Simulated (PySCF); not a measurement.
C4H6BF, SMILES C=C=CB(C)F.

The structure is a stationary point at B3LYP-D3(BJ)/def2-SVP. This is a generated structure with no PubChem entry under its InChIKey; it may be hypothetical. One conformer was computed; it need not be the lowest.

Two levels are set side by side: TDDFT-PBE/def2-SVPD (PySCF) and TDDFT-CAM-B3LYP/def2-SVPD (PySCF). Vertical, same geometry. The lowest singlet is HOMO→LUMO 100 % with PBE and HOMO→LUMO 97 % with the other functional; states are paired by order. Differences are taken from unrounded values.

```json
[
 {"quantity": "lowest singlet excitation (eV)", "TDDFT-CAM-B3LYP": "4.83", "TDDFT-PBE": "4.34", "TDDFT-PBE minus TDDFT-CAM-B3LYP": "-0.50"},
 {"quantity": "lowest triplet excitation (TDA) (eV)", "TDDFT-CAM-B3LYP": "4.05", "TDDFT-PBE": "4.00", "TDDFT-PBE minus TDDFT-CAM-B3LYP": "-0.05"},
 {"quantity": "first bright state (f over 0.05) (eV)", "TDDFT-CAM-B3LYP": "6.26", "TDDFT-PBE": "5.74", "TDDFT-PBE minus TDDFT-CAM-B3LYP": "-0.53"},
 {"quantity": "its oscillator strength", "TDDFT-CAM-B3LYP": "0.35", "TDDFT-PBE": "0.20", "TDDFT-PBE minus TDDFT-CAM-B3LYP": "-0.15"}
]
```

A lower first singlet is the usual sign of a functional without exact exchange. Differences between two approximate levels are no errors against the true value.

Rough cost on one machine, each run with all the roots and properties that it gave: TDDFT-CAM-B3LYP against TDDFT-PBE about 8 times.
